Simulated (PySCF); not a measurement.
C₈H₂₀Si₃.
Bonds: C1–C2, C2–C3, C3–C4, C4–C5, C5–C6, C3–Si7, Si7–C8, C8–Si9, Si9–C10, C10–Si11, C3–Si11, C4–C6. Hydrogens: H12, H13, H14 on C1; H15, H16 on C2; H17 on C4; H18, H19 on C5; H20, H21 on C6; H22, H23 on Si7; H24, H25 on C8; H26, H27 on Si9; H28, H29 on C10; H30, H31 on Si11.

Method: PBE0-D3(BJ)/def2-SVP geometry optimisation, gas phase (PySCF); density fitting, grid level 1; the optimiser is geomeTRIC in internal coordinates, started from a GFN2-xTB structure with every atom displaced at random (about 0.01 Å).

Step 0: E = -32222.4117 eV
```
atom  x, y, z in Å  |  force x, y, z in eV/Å
C1     -1.6170    2.1367    0.2339   -1.080   1.486  -0.648
C2     -0.5830    1.4598   -0.6180    0.114  -0.209   0.552
C3     -0.4413   -0.0419   -0.3337    1.600   0.193   0.440
C4     -1.6864   -0.7376   -0.6779   -2.110  -0.998  -0.246
C5     -1.9760   -2.1878   -0.3730   -0.085   1.069   0.521
C6     -2.7827   -1.1111    0.3147   -0.006  -0.354  -1.259
Si7     0.1833   -0.3333    1.4703    0.623   0.841  -0.786
C8      1.8396    0.5802    1.7151   -0.496  -1.111  -0.363
Si9     3.2072    0.0332    0.5649   -0.854   0.298  -0.893
C10     2.5762    0.1132   -1.2347    0.035  -0.369   0.258
Si11    0.8988   -0.7379   -1.5210    0.235   0.825   0.155
H12    -1.3462    2.1723    1.2855    0.098  -0.021   0.474
H13    -1.7858    3.2051   -0.1093    0.288  -0.854   0.369
H14    -2.6108    1.6611    0.1453    0.217  -0.081   0.096
H15     0.3754    1.9569   -0.4625    0.403   0.224  -0.057
H16    -0.8429    1.6071   -1.6635   -0.067   0.004  -0.631
H17    -2.0972   -0.4037   -1.6432    0.032  -0.063  -0.012
H18    -1.2531   -2.7067    0.2331    0.410  -0.361   0.327
H19    -2.4557   -2.8026   -1.1085   -0.318  -0.362  -0.607
H20    -3.8399   -0.9904    0.0376    0.248   0.051  -0.107
H21    -2.6107   -0.9399    1.3544    0.268   0.145   0.947
H22    -0.7574    0.1276    2.4931   -0.449   0.213   0.396
H23     0.3992   -1.7514    1.7069    0.133  -0.838   0.091
H24     2.1429    0.4201    2.7403    0.257  -0.185   0.766
H25     1.6820    1.6360    1.6259   -0.205   1.153  -0.216
H26     3.6018   -1.3360    0.8561    0.188  -0.789   0.228
H27     4.3793    0.8860    0.7227    0.637   0.447   0.089
H28     2.5177    1.1649   -1.5418   -0.124   0.225  -0.027
H29     3.3182   -0.3469   -1.9115    0.014  -0.043   0.065
H30     0.4512   -0.4757   -2.9274   -0.074  -0.019  -0.015
H31     1.0359   -2.1882   -1.3419    0.068  -0.518   0.092
```

Step 1: E = -32222.6644 eV
```
atom  x, y, z in Å  |  force x, y, z in eV/Å
C1     -1.6144    2.2147    0.2253    0.114  -0.311   0.126
C2     -0.5694    1.4593   -0.5875    0.025   0.069  -0.093
C3     -0.4354   -0.0569   -0.3241   -0.111  -0.119   0.092
C4     -1.7323   -0.7876   -0.6874    0.167   0.124   0.152
C5     -1.9981   -2.2224   -0.3327   -0.045  -0.114  -0.093
C6     -2.8185   -1.1371    0.2960    0.097   0.047   0.175
Si7     0.2020   -0.3609    1.4545   -0.051  -0.048   0.029
C8      1.8205    0.5727    1.7136   -0.108   0.243   0.050
Si9     3.1879    0.0719    0.5242    0.163  -0.027  -0.060
C10     2.5658    0.1355   -1.2557   -0.089   0.059   0.023
Si11    0.9053   -0.7302   -1.5037    0.020  -0.055  -0.047
H12    -1.4611    2.0792    1.3073   -0.066  -0.080   0.021
H13    -1.5065    3.2837    0.0358   -0.159   0.340  -0.130
H14    -2.6427    1.9015   -0.0184    0.097   0.030   0.040
H15     0.4099    1.9419   -0.4187   -0.022   0.003  -0.056
H16    -0.7929    1.6161   -1.6631    0.068  -0.040   0.071
H17    -2.1034   -0.4836   -1.6725   -0.027  -0.003  -0.100
H18    -1.2666   -2.7375    0.2972   -0.021   0.012  -0.012
H19    -2.4635   -2.8683   -1.0861    0.048   0.078   0.057
H20    -3.8590   -1.0113   -0.0123   -0.022  -0.008  -0.037
H21    -2.6440   -0.9222    1.3576   -0.023  -0.002  -0.122
H22    -0.7919    0.0649    2.4958    0.036  -0.015  -0.023
H23     0.4624   -1.8242    1.6709   -0.023   0.067  -0.027
H24     2.1545    0.4162    2.7552    0.006  -0.040  -0.068
H25     1.6280    1.6608    1.6166    0.021  -0.164  -0.011
H26     3.6212   -1.3279    0.8497   -0.031   0.050  -0.027
H27     4.3841    0.9687    0.6832   -0.064  -0.052   0.012
H28     2.4684    1.1909   -1.5686   -0.006  -0.026   0.039
H29     3.3151   -0.3164   -1.9276    0.003  -0.032   0.023
H30     0.4059   -0.5213   -2.9032    0.020  -0.003  -0.017
H31     1.0917   -2.2008   -1.2895   -0.018   0.020   0.013
```

Q: Estimate the geometry and energy of step 2. (The exact step hangs on the optimiser's Hessian estimate; all steps are aligned on step 1, rigid shifts and turns removed.)

A: E = -32222.6822 eV, largest force 0.122 eV/Å
```
atom  x, y, z in Å  |  force x, y, z in eV/Å
C1     -1.6318    2.1855    0.2313    0.102   0.066   0.009
C2     -0.5661    1.4650   -0.5880   -0.014   0.089   0.001
C3     -0.4242   -0.0501   -0.3204   -0.014  -0.051   0.029
C4     -1.7189   -0.7711   -0.6851    0.033   0.051   0.009
C5     -1.9967   -2.2040   -0.3324   -0.008  -0.037  -0.006
C6     -2.8089   -1.1111    0.2953   -0.001   0.000   0.018
Si7     0.2059   -0.3532    1.4563    0.009  -0.017   0.011
C8      1.8265    0.5752    1.7100   -0.038   0.075   0.017
Si9     3.1934    0.0635    0.5210    0.038  -0.014  -0.011
C10     2.5681    0.1288   -1.2541   -0.022   0.026  -0.013
Si11    0.9095   -0.7336   -1.5018   -0.001  -0.021  -0.017
H12    -1.4798    2.0454    1.3136   -0.005  -0.007  -0.015
H13    -1.5985    3.2703    0.0372   -0.061  -0.067  -0.028
H14    -2.6406    1.8221   -0.0092   -0.023  -0.009   0.009
H15     0.4038    1.9674   -0.4283    0.007  -0.017   0.002
H16    -0.7914    1.6091   -1.6623    0.011   0.010   0.008
H17    -2.0850   -0.4682   -1.6757   -0.006  -0.019  -0.007
H18    -1.2724   -2.7259    0.2989   -0.001   0.000   0.000
H19    -2.4632   -2.8418   -1.0877   -0.004   0.016   0.000
H20    -3.8476   -0.9784   -0.0194    0.002  -0.007  -0.012
H21    -2.6372   -0.8934    1.3533   -0.002   0.003  -0.011
H22    -0.7833    0.0752    2.4974    0.006  -0.005   0.003
H23     0.4588   -1.8143    1.6690   -0.007   0.001  -0.006
H24     2.1633    0.4130    2.7481    0.015  -0.021  -0.008
H25     1.6397    1.6595    1.6114    0.001  -0.026  -0.013
H26     3.6143   -1.3373    0.8429   -0.011  -0.003  -0.003
H27     4.3918    0.9494    0.6835   -0.004  -0.007   0.010
H28     2.4745    1.1837   -1.5661   -0.008  -0.002   0.011
H29     3.3159   -0.3302   -1.9229    0.007  -0.006   0.004
H30     0.4161   -0.5281   -2.9045    0.007  -0.004   0.001
H31     1.0872   -2.2030   -1.2794   -0.008   0.002   0.008
```

The energy changes by -0.0178 eV. The first-order estimate −F·Δx gives -0.0305 eV and the mean of the old and new forces, exact on a quadratic surface, -0.0177 eV. The step makes an angle of 77° with the force vector and moves no atom by more than 0.093 Å.

The cost below is that of the whole optimisation. On Intel Xeon 6975P-C, 2 threads, on a shared host, this took 2.5 min wall, 6.0 min CPU and 2.1 GiB of memory at its peak.
